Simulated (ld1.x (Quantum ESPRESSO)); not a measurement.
## Which change was made? (Mo, TM)

```
Element                 : Mo (Z = 42)
Generator               : ld1.x (Quantum ESPRESSO) 7.5
Type                    : norm-conserving Troullier–Martins (Kleinman–Bylander form)
Functional              : PBE
Relativity              : scalar-relativistic
Frozen core             : [Ar] 3d10 4s2
Valence charge          : 12
Reference configuration : 4p6 4d5 5s0 5p0 (charge +1)
Partial waves           : 4p (bound): rc 1.30 bohr; 4d (bound): rc 1.95 bohr; 5s (bound, empty): rc 2.05 bohr
Local potential         : the s channel
Core correction         : none
```

Cutoffs, loose and tight: the cutoffs (Ry, on a coarse ladder) from which the occupation-weighted sum of valence levels, in a spherical-Bessel basis at the reference potential, stays within 10 and 1 mRy of its value at 400 Ry. They do not see the model core or the augmentation charge, which bear on the density cutoff. Test errors are all-electron minus pseudo excitation energies from the reference, over the configurations 4p6 4d5 5s1 5p0; 4p6 4d4 5s0 5p0; 4p6 4d3 5s0 5p0; 4p6 4d6 5s0 5p0; 4p6 4d4 5s1 5p1; 4p6 4d4 5s2 5p0; 4p6 4d5.5 5s0.5 5p0; variants that change the core or the reference have their own tests. The largest error is taken over the tests solved by every variant that gives reliable tests at all, those not shown here included: 4p6 4d3 5s0 5p0; 4p6 4d5 5s1 5p0; 4p6 4d5.5 5s0.5 5p0; 4p6 4d6 5s0 5p0.

The base gives: outcome: generated; cutoff, loose: 80 Ry; cutoff, tight: 120 Ry; bound ghosts: none; largest test error (meV): -215.

**Question.** After one change the result is: outcome: generated; cutoff, loose: 35 Ry; cutoff, tight: 50 Ry; bound ghosts: none; largest test error (meV): -163. Which change was it?
A. all radii scaled by about 0.77 (s 1.58, p 1.00, d 1.50 bohr)
B. all radii scaled by about 1.20 (s 2.46, p 1.56, d 2.34 bohr)
C. all radii scaled by about 1.40 (s 2.86, p 1.82, d 2.72 bohr)
D. all radii scaled by about 0.86 (s 1.76, p 1.12, d 1.68 bohr)

**Answer.** C. The others give: all radii scaled by about 0.86 (s 1.76, p 1.12, d 1.68 bohr) → outcome: generated; cutoff, loose: 100 Ry; cutoff, tight: 140 Ry; bound ghosts: s (extra level of the local part); largest test error (meV): -176 | all radii scaled by about 0.77 (s 1.58, p 1.00, d 1.50 bohr) → outcome: generated; cutoff, loose: 120 Ry; cutoff, tight: 230 Ry; bound ghosts: s (extra level of the local part); largest test error (meV): -172 | all radii scaled by about 1.20 (s 2.46, p 1.56, d 2.34 bohr) → outcome: generated; cutoff, loose: 50 Ry; cutoff, tight: 90 Ry; bound ghosts: none; largest test error (meV): -245.
